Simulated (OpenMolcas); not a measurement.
Co²⁺: effect of the active space

| Quantity | Value |
| --- | --- |
| Program | OpenMolcas 26.06 |
| Method | CASSCF |
| Basis | ANO-R3 |
| Scalar Hamiltonian | X2C, finite nucleus |
| Spin-orbit coupling | RASSI with atomic mean-field integrals over the reference wave functions, term energies averaged over their components |

A. 7 electrons in 5 orbitals (3d); 2S+1 = 4 even, 10 roots; 2S+1 = 2 even, 40 roots; cost about 8 core-seconds
B. 7 electrons in 6 orbitals (3d 4s); 2S+1 = 4 even, 50 roots; 2S+1 = 6 even, 5 roots kept (CI in the orbitals of an earlier block); 2S+1 = 2 even, 110 roots kept (CI in the orbitals of an earlier block); cost about 80 core-seconds

Energies in cm⁻¹ above 3d⁷ ⁴F_9/2, the measured ground level; measured values from Sugar and Corliss, J. Phys. Chem. Ref. Data 10, 1097 (1981).

```csv
Level,A,B,Measured
3d⁷ ⁴F_9/2,0.0,0.0,0.0
3d⁷ ⁴F_7/2,831,893,841
3d⁷ ⁴F_5/2,1446,1554,1451
3d⁷ ⁴F_3/2,1870,2008,1867
3d⁷ ²G_9/2,19379,20528,16978
3d⁷ ⁴P_5/2,19382,20430,15202
3d⁷ ⁴P_3/2,19676,20745,15428
3d⁷ ⁴P_1/2,20057,21155,15811
3d⁷ ²G_7/2,20170,21383,17766
3d⁷ ²P_3/2,25614,27142,20195
3d⁷ ²H_11/2,25743,27272,22720
3d⁷ ²P_1/2,26438,28036,
3d⁷ ²H_9/2,26439,28025,23434
3d⁷ ²D_5/2(1),27884,29557,23059
3d⁷ ²D_3/2(1),29103,30878,24237
3d⁷ ²F_5/2,44532,47193,37021
3d⁷ ²F_7/2,44877,47567,37316
3d⁷ ²D_3/2(2),69501,73691,
3d⁷ ²D_5/2(2),69899,74122,
```

Deviations, from unrounded energies. A percentage is the sum of absolute deviations over the sum of measured energies, with the sign that they share, or ± where signs differ.

| Against measurement | Levels | A | B |
| --- | --- | --- | --- |
| mean absolute deviation (cm-1) | 15 | 3600 | 4900 |
| fine structure of the ground term (%) | 3 | ±0.4 | +7.1 |
| other terms of the ground configuration (%) | 12 | +19.9 | +27.0 |

A lies closest to measurement on these levels. The largest miss of A in the table is 3d⁷ ²F_7/2, by +7600 cm-1. The ranking rests on the paired levels alone, and a cruder setting can come out closer through cancelling errors.

Between A and B the level of the table that moves most is 3d⁷ ²D_5/2(2), by 4200 cm-1 (lowest in A, highest in B).

Without dynamic correlation excited terms often stand tens of per cent too high (terms of higher spin than the ground term too low), and those without a measured partner can miss by more than the paired ones. Some levels mix across a computed gap that differs much from the measured one, so their mixing is not that of the real levels (holds for B). Terms from blocks run as CI alone lack orbitals of their own (holds for B). Measured partners are found by configuration, term and J. A level has none where our copy of the source lacks it or the pairing is in doubt (some pairs that miss far off the trend of their configuration count as doubtful), and it then counts in no deviation. Levels of configurations outside the active space are missing. Levels that lie high or do not pair safely by name in every column are left out.

A number in round brackets counts repeated terms of one configuration in the order of the reference energies.
